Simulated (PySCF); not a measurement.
F4Hf, SMILES [Hf-]([F])([F])([F])[F] (connectivity only; charge and spin as stated), charge -1, multiplicity 2.

Geometry optimised at B3LYP-D3(BJ)/def2-SVPD. The multiplicity is an assumed one; other spin states were not compared. The def2 effective core potentials stand for the cores of Hf; spin–orbit coupling is left out.

Level of theory: PySCF with PBE/def2-SVPD.

Gas-phase values at a fixed geometry. A positive occupied level means that this level leaves the electron formally unbound; only the finite basis holds it.

```
Property                                                           Result
------------------------------------------------  -----------------------
total energy                                           -447.13312 hartree
point group                                                           D2d
α spin, highest occupied and lowest empty level          0.77 and 3.23 eV
β spin, highest occupied and lowest empty level         -3.88 and 2.05 eV
dipole moment about the centre of nuclear charge                   0.00 D
mean static polarisability                          82.7 bohr³ (12.26 Å³)
polarisability, principal values                  67.7, 67.7, 112.9 bohr³
⟨S²⟩                                              0.751 (pure state 0.75)
```
